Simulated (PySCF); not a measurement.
Compound: C4H6FO2Si (doublet state).
Geometry (GFN2-xTB, Å), atoms numbered from 1 in this order:
```xyz
14
C4H6FO2Si angstrom
C      2.323    1.803   -0.993
C      1.655    0.711   -0.797
F      1.969   -0.464   -1.399
C      0.468    0.570    0.145
O     -0.151    1.542    0.521
C      0.097   -0.808    0.473
Si    -1.462   -1.154   -0.636
O     -2.484    0.071   -0.402
H      2.235    2.796   -0.622
H     -0.234   -0.854    1.508
H      0.884   -1.531    0.298
H     -2.089   -2.359   -0.115
H     -1.035   -1.231   -2.028
H     -2.176    0.907   -0.044
```

The hyperfine couplings belong to this conformer and change with its torsions.

The species is `[H]/[C]=C(/F)C(=O)C[SiH2]O` [radical].

Method: UKS B3LYP, pcH-1 on C F H O Si, non-relativistic, mean-field spin-orbit, GIAO in PySCF 2.14.0. The structure is a single GFN2-xTB conformer in the gas phase; no vibrational or solvent corrections. A GFN2-xTB geometry isn't a minimum of the functional, and hyperfine couplings can be far from their values at a DFT geometry. The frame is twisted about the C2–C4 bond at this geometry (dihedral F3–C2–C4–C6 = 14°); couplings at other torsion angles weren't computed. The SCF solution wasn't tested for stability.

Problem. Break the g tensor into its mass correction, gauge correction and orbital-Zeeman/spin–orbit terms.

Solution. 
| Δg (ppm) | 1 | 2 | 3 |
| --- | --- | --- | --- |
| relativistic mass correction | -151 | -151 | -151 |
| gauge correction | 32 | 11 | -17 |
| orbital Zeeman/spin–orbit | -846 | 123 | 558 |
| total | -965 | -18 | 389 |

So g = 2.00135, 2.00230, 2.00271 and g_iso = 2.00212; the tensor is rhombic: the two nearest values differ by 30 % of g3 − g1. Axes: g2 points within 14° of the C2–F3 bond.

Problem. How much does each term add to the isotropic shift?

Solution. The mass correction -151, the orbital-Zeeman/spin–orbit term -55 and the gauge correction 8 ppm, for a total of -198 ppm. The mass correction is the largest in size. The mass correction is the same along every axis, so the anisotropy comes from the other two: their spans along these axes are 49 (gauge) and 1404 ppm (orbital Zeeman/spin–orbit).

Problem. At 9.363 GHz, how far is the centre of the isotropic spectrum from where a free electron (g = 2.002319) resonates?

Solution. B = hν/(g μB) with μB/h = 13.99624 MHz/mT gives 334.10 mT for the free electron and 334.13 mT at g_iso, 0.03 mT higher.

Problem. In a frozen sample, at which fields do the three g values resonate at 9.5, 34, 94 and 263 GHz (hyperfine left aside), and which band first spreads them over more than twice a line width of 0.5 mT?

Solution. 
| band | GHz | B(g3) mT | B(g2) mT | B(g1) mT | spread mT |
| --- | --- | --- | --- | --- | --- |
| X | 9.5 | 338.92 | 338.99 | 339.15 | 0.23 |
| Q | 34.0 | 1212.97 | 1213.22 | 1213.79 | 0.82 |
| W | 94.0 | 3353.50 | 3354.18 | 3355.77 | 2.27 |
| J | 263.0 | 9382.67 | 9384.58 | 9389.02 | 6.35 |

The spread grows in proportion to the frequency. W band is the first where it exceeds 1.0 mT.

Largest spin populations (Mulliken): C1 (+1.06) and C2 (-0.12). No atom but C1 exceeds +0.15. The positive populations add up to 1.14 and the negative ones to -0.14, together 2S = 1.

The HOMO–LUMO gaps are 5.25 eV among the α and 4.13 eV among the β orbitals.
